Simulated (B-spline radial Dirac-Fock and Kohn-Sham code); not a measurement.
**Binding energies of Pr³⁺**

System: the Pr³⁺ ion, configuration [Xe] 4f1 5d1 (not the ground configuration); nuclear rms radius 4.8919 fm (A = 141).

The computed values come from a radial atomic solver: Dirac-Fock ΔSCF + Breit + QED. The model has no electron correlation. Energies are counted from the vacuum level.

All terms are in eV, carry their sign (relaxation lowers the binding energy) and add up to the binding energy; ⟨r⟩ is the mean radius of the orbital in the initial state.

```
subshell  −ε (Koopmans)  relaxation    Gaunt  retardation  self-energy  vacuum polarisation  binding energy  ⟨r⟩ (bohr)
       K        42268.3      -70.64  -119.10        10.07       -66.02                10.01         42032.7       0.024
      L1         6942.9      -37.87   -11.67         0.74        -8.56                 1.21          6886.8       0.102
      L2         6546.4      -41.80   -20.56         2.29         0.41                -0.01          6486.8       0.086
      L3         6062.8      -40.02   -14.63         2.83        -0.36                -0.06          6010.5       0.092
      M1         1578.2      -16.93    -1.77         0.07        -1.83                 0.25          1558.0       0.271
      M2         1408.8      -17.60    -3.35         0.33         0.08                 0.00          1388.3       0.261
      M3         1310.9      -16.86    -2.20         0.46        -0.06                -0.02          1292.2       0.273
      M4         1019.1      -18.79    -1.13         0.06         0.17                -0.02           999.4       0.245
      M5          998.3      -18.49    -0.63         0.07         0.11                -0.02           979.3       0.248
      N1          366.2       -6.12    -0.29         0.01        -0.41                 0.06           359.5       0.619
      N2          300.3       -5.94    -0.60         0.06         0.03                 0.00           293.8       0.637
      N3          278.7       -5.61    -0.35         0.09         0.00                 0.00           272.8       0.662
      N4          168.1       -5.24    -0.07         0.00         0.04                 0.00           162.8       0.712
      N5          164.2       -5.12     0.02         0.00         0.03                 0.00           159.2       0.722
    N6,7          47.05       -3.52     0.16        -0.02         0.02                 0.00           43.69       0.920
      O1          80.28       -1.01    -0.04         0.00        -0.07                 0.01           79.16       1.459
      O2          59.00       -0.89    -0.08         0.01         0.01                 0.00           58.04       1.601
      O3          55.43       -0.79    -0.04         0.01         0.00                 0.00           54.61       1.667
    O4,5          30.04       -0.28     0.01         0.00         0.01                 0.00           29.78       2.242
```

For the deepest level, K (1s), the Breit terms make up -0.259 % of the binding energy, QED -0.133 % and orbital relaxation -0.168 %.

Spin-orbit splittings: 2p 476.2 eV, 3p 96.13 eV, 3d 20.06 eV, 4p 20.99 eV, 4d 3.67 eV, 5p 3.43 eV.
